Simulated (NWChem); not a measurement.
System meant: C2H4O3Si; SMILES O=C1[Si@H](CO1)O

NWChem input:

```
start job
memory heap 200 mb stack 900 mb global 1100 mb
geometry units angstroms noautoz
  O     -1.383676    -1.825333     0.049597
  C     -0.492886    -1.025472    -0.030728
  O      0.857888    -1.346473     0.158759
  C      1.566405    -0.068173     0.079987
  Si    -0.049919     0.844858    -0.406848
  O     -0.671686     2.119304     0.481309
  H      2.017463     0.180986     1.063158
  H      2.372238    -0.129797    -0.679638
  H     -0.161756     1.293285    -1.831024
  H     -0.775480     1.973957     1.438251
end
basis spherical
  * library def2-svp
end
dft
  odft
  mult 2
  xc xpbe96 cpbe96
  iterations 150
  mulliken
end
task dft energy
```

End of the output:

```
 Summary of "ao basis" -> "" (spherical)
 ------------------------------------------------------------------------------
       Tag                 Description            Shells   Functions and Types
 ---------------- ------------------------------  ------  ---------------------
 *                          def2-svp                  on all atoms

  pbe96 is a nonlocal functional; adding pw91lda local functional.

                                 NWChem DFT Module
                                 -----------------

 Summary of "ao basis" -> "ao basis" (spherical)
 ------------------------------------------------------------------------------
       Tag                 Description            Shells   Functions and Types
 ---------------- ------------------------------  ------  ---------------------
 O                          def2-svp                 6       14   3s2p1d
 C                          def2-svp                 6       14   3s2p1d
 Si                         def2-svp                 8       18   4s3p1d
 H                          def2-svp                 3        5   2s1p

 Summary of "ao basis" -> "ao basis" (spherical)
 ------------------------------------------------------------------------------
       Tag                 Description            Shells   Functions and Types
 ---------------- ------------------------------  ------  ---------------------
 O                          def2-svp                 6       14   3s2p1d
 C                          def2-svp                 6       14   3s2p1d
 Si                         def2-svp                 8       18   4s3p1d
 H                          def2-svp                 3        5   2s1p

  number of electrons :                   54
  multiplicity        :                    2
 ------------------------------------------------------------------------
  no. of electrons and multiplicity not compatible                  54
 ------------------------------------------------------------------------
 ------------------------------------------------------------------------
  current input line :
    25: task dft energy
 ------------------------------------------------------------------------
 ------------------------------------------------------------------------
 There is an error in the input file
 ------------------------------------------------------------------------
 For more information see the NWChem manual at https://nwchemgit.github.io

0: no. of electrons and multiplicity not compatible:Received an Error in Communication
```

Problem. Find the fault in this run and fix the input.

Solution. The program refused the input. Cause: the multiplicity doesn't fit the number of electrons (an even count wants an odd multiplicity, and the reverse). This input runs:
```
start job
memory heap 200 mb stack 900 mb global 1100 mb
geometry units angstroms noautoz
  O     -1.383676    -1.825333     0.049597
  C     -0.492886    -1.025472    -0.030728
  O      0.857888    -1.346473     0.158759
  C      1.566405    -0.068173     0.079987
  Si    -0.049919     0.844858    -0.406848
  O     -0.671686     2.119304     0.481309
  H      2.017463     0.180986     1.063158
  H      2.372238    -0.129797    -0.679638
  H     -0.161756     1.293285    -1.831024
  H     -0.775480     1.973957     1.438251
end
basis spherical
  * library def2-svp
end
dft
  xc xpbe96 cpbe96
  iterations 150
  mulliken
end
task dft energy
```
It converges to -593.00480 Ha (PBE/def2-SVP).
